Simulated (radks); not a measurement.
Question: The mean radii <r> (bohr) of the occupied orbitals of an atom or ion are listed with their occupations. Calculated with a radial shooting solver on a logarithmic mesh with Libxc functionals: non-relativistic Kohn-Sham, PBEsol, spin-polarised, spherical densities, point nucleus.

orbital  occ.     <r>
1s up       1  0.2716
1s down     1  0.2710
2s up       1   1.458
2s down     1   1.481
2p up       1   1.490
5d up       1   29.36

Name the element and its charge. Open shells, if any, are filled with parallel spins first.

Answer: Z = 6, carbon, charge 0: C in [He] 2s2 2p1 5d1. The 1s radius gives Z: for a bare nucleus <r> = 1.5/Z, 0.25 bohr for Z = 6, and screening makes it slightly larger (0.2716 here). The occupations add up to 6, and the charge is Z minus that.
